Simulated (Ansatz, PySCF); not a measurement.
C3H8ClSi, doublet, geometry from GFN2-xTB. Base run: CASSCF(3,3)/STO-3G (PySCF).

PySCF was given this input:
```python
from pyscf import gto, scf, mcscf
import numpy

mol = gto.Mole()
mol.atom = '''
    C    -0.706546    1.703482   -0.824126
    Si   -0.094217    0.041173   -0.306850
    C     1.452511   -0.485825   -1.300190
    C    -1.432600   -1.307220   -0.524540
    Cl    0.414740    0.120067    1.669818
    H    -0.763498    2.539751   -0.150374
    H    -1.034643    1.908600   -1.827300
    H     2.271267    0.211614   -1.152321
    H     1.796728   -1.470121   -0.995833
    H     1.235076   -0.522509   -2.362594
    H    -1.057449   -2.282709   -0.228500
    H    -2.309041   -1.092406    0.079076
    H    -1.750168   -1.372412   -1.560023
'''
mol.basis = 'sto-3g'
mol.charge = 0
mol.spin = 1
mol.verbose = 4
mol.build()

mf = scf.ROHF(mol)
mf.kernel()
mc = mcscf.CASSCF(mf, 3, 3)
mc.fix_spin_(ss=0.75)
mc.kernel()
occ = numpy.linalg.eigvalsh(mc.fcisolver.make_rdm1(mc.ci, mc.ncas, mc.nelecas))[::-1]
ss = mc.fcisolver.spin_square(mc.ci, mc.ncas, mc.nelecas)[0]
print('natural occupations', occ.round(4), ' <S^2>', round(ss, 4))
```

Programs used: Ansatz (a program for electronic structure), PySCF; a row that names a program was run with it.

Variants of this job, named by their change:

```csv
change,ΔE vs base (mEh),natural occupations,<S^2> of the state
base,0.000,1.98 1.00 0.02,0.75
"active space = 3 electrons, 4 orbitals",-0.553,1.98 1.00 0.02 0.00,0.75
correction = SC-NEVPT2,-175.3,1.98 1.00 0.02,0.75
state_average = 2 states,18.400,-,-
"active space = 7 electrons, 7 orbitals",-25.046,1.99 1.98 1.97 1.00 0.03 0.02 0.01,0.75
"code = ansatz; correction = SC-NEVPT2, all electrons",-175.3,-,-
"active space = 9 electrons, 8 orbitals",-26.976,2.00 1.99 1.98 1.97 1.00 0.03 0.02 0.01,0.75
fix_spin_ = off,0.000,1.98 1.00 0.02,0.75
solver = newton,8.364,1.99 1.00 0.01,0.75
conv_tol = 1e-5,0.001,1.98 1.00 0.02,0.75
orbitals = fixed (CASCI); correction = SC-NEVPT2,-171.8,2.00 1.00 0.00,0.75
```

Active orbitals are taken around the Fermi level unless the row says otherwise; CASSCF can end in different local minima, and two programs can end on different orbitals. State-averaged rows give the lowest state.

Open shells are given as the SCF converged; they aren't shown to be the lowest states, and a large step between rows can be another state.
